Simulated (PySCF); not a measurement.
# Re²⁺: excitation energy

Re²⁺ [Xe] 4f14 5d5 (6S) → Re²⁺ [Xe] 4f14 5d4 6p1 (high-spin determinant), as a difference of total energies. Computed with PySCF 2.14 in ANO-RCC-VTZP, with the spin-free X2C one-electron Hamiltonian (Gaussian nucleus). Correlated levels: valence: [Xe] 4f14 frozen. The calculations carry no spin-orbit coupling.

```json
{"method": "UHF", "excitation energy (eV)": "9.558"}
{"method": "PBE", "excitation energy (eV)": "9.224"}
{"method": "PBE0", "excitation energy (eV)": "9.457"}
{"method": "MP2 (valence)", "excitation energy (eV)": "9.757"}
{"method": "SCS-MP2 (valence)", "excitation energy (eV)": "9.624"}
```

Question: Estimate what LDA gives.

Answer: 9.282 eV, closest to PBE among the rows shown.

Question: Estimate what r2SCAN gives.

Answer: 9.394 eV, closest to PBE0 among the rows shown.

A first-order spin-orbit estimate (lowest level to lowest level, LS coupling) adds -1.022 eV.

The basis was made for the ground configuration and has no added diffuse functions, so the excitation energy can come out too high.

The determinant of the upper state mixes LS terms, which raises its energy above the lowest term, most at the Hartree-Fock and MP2 levels.
